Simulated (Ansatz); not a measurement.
Zr2Si2. Total charge 0; quintet. Geometry B3LYP-D4/def2-SVP; atoms count from 1.

```xyz
4

Zr   -1.5337    0.1197   -0.4483
Zr    0.8663   -0.3008   -1.3139
Si    0.4810    1.3030    0.7007
Si    0.1863   -1.1218    1.0615
```

In the def2 sets Zr takes a core potential; there is no spin–orbit coupling. The structure comes from a short search, and lower isomers may exist.

(1) Estimate the Mulliken populations from the PBE0/def2-TZVP orbitals of Ansatz.

(2) Where does the spin sit?

(3) And the Mayer bond orders between heavy atoms (over 0.3)?

Answers

(1) 
```tsv
atom	charge (e)	spin (α − β)	d electrons
Zr1	0.28	1.78	2.79
Zr2	0.28	1.78	2.79
Si3	-0.28	0.22	–
Si4	-0.28	0.22	–
```
Mulliken values depend strongly on the basis.

(2) Summed by element: Zr 3.57, Si 0.43, of 4 unpaired in all. Largest on single atoms: Zr1 1.78, Zr2 1.78, Si3 0.22.

(3) Zr1–Zr2 1.92 (2.59 Å); Zr1–Si3 1.18 (2.60 Å); Zr1–Si4 1.18 (2.60 Å); Zr2–Si3 1.18 (2.60 Å); Zr2–Si4 1.18 (2.60 Å); Si3–Si4 0.85 (2.47 Å).
